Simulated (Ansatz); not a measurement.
Cost and result for the atomization energy of CH₃Cl₂In, SMILES `[CH3][In]([Cl])[Cl]` (7 atoms, 6 bonds).

The species carries charge 0 and has multiplicity 1. Correlated methods include outer-core shells of In, which these sets cover unevenly. In: def2 effective core potential. The geometry is a stationary point of PBE0-D4/def2-TZVP. Program: Ansatz. All runs use 4 threads of an Arm Neoverse V1 on a shared host. Times are those of one run each, without the atoms' runs, and a repeat can differ threefold. Electronic energies, without spin–orbit coupling; frozen cores. CCSD(T)/CBS adds CCSD(T) − MP2 in def2-TZVPP to the MP2 limit, and its time is that of the two runs behind it. T1 = 0.012. With those shells the extrapolation isn't a true limit. HSE06 is the plane-wave form, built on full-range PBE exchange.

CCSD(T)/CBS is a level of theory with its own doubt, some kJ/mol a heavy atom from the limit and from the frozen cores, so smaller differences don't rank the functionals.

| level | functions | wall time | atomization (kJ/mol) | difference from CCSD(T)/CBS | per bond |
| --- | --- | --- | --- | --- | --- |
| LDA (SPW92)/def2-TZVPP | 207 | 1.2 s | 2480.3 | 276.0 | 46.0 |
| revPBE-D4/def2-TZVPP | 207 | 2 s | 2152.7 | -51.6 | -8.6 |
| PBE-D4/def2-TZVPP (with forces) | 207 | 2.3 s | 2212.8 | 8.5 | 1.4 |
| PBE0-D4/def2-TZVPP | 207 | 2.8 s | 2194.3 | -10.0 | -1.7 |
| HSE06-D4/def2-TZVPP | 207 | 3.2 s | 2195.8 | -8.5 | -1.4 |
| CCSD(T)/def2-SVP | 91 | 3.3 s | 2059.4 | -144.9 | -24.2 |
| CAM-B3LYP-D4/def2-TZVPP | 207 | 3.5 s | 2174.9 | -29.4 | -4.9 |
| r2SCANh-D4/def2-TZVPP | 207 | 5.5 s | 2194.7 | -9.6 | -1.6 |
| B97M-V/def2-TZVPP | 207 | 9 s | 2213.9 | 9.6 | 1.6 |
| ωB97M-V/def2-TZVPP (with forces) | 207 | 11 s | 2202.3 | -2.0 | -0.3 |
| MP2/def2-QZVPP | 369 | 13 s | 2216.7 | 12.4 | 2.1 |
| CCSD(T)/def2-TZVPP | 207 | 100 s | 2142.3 | -62.0 | -10.3 |
| CCSD(T)/CBS(def2) | – | 110 s | 2204.3 | 0.0 | 0.0 |

In def2-TZVPP, CCSD(T) changes the Hartree–Fock value by +493.6 kJ/mol (the triples alone add +36.2 kJ/mol) and MP2 by +531.4 kJ/mol; breaking electron pairs costs correlation energy, which Hartree–Fock lacks. From PBE to PBE0 (25 % exact exchange), in def2-TZVPP and without D4, the atomization energy moves by −16.5 kJ/mol: exact exchange takes away binding that semilocal exchange gives to molecules. The D4 term adds +24.8 kJ/mol with B3LYP and +13.2 kJ/mol with PBE0; it sums over pairs of atoms, weighted by their polarisabilities, and B3LYP, whose exchange is more repulsive, gets the larger term.

B3LYP here is the variant with VWN-RPA as its local correlation; programs differ in this.

Spin–orbit coupling would lower the free In atoms strongly, and the atomization energy with them, by more than many differences here.
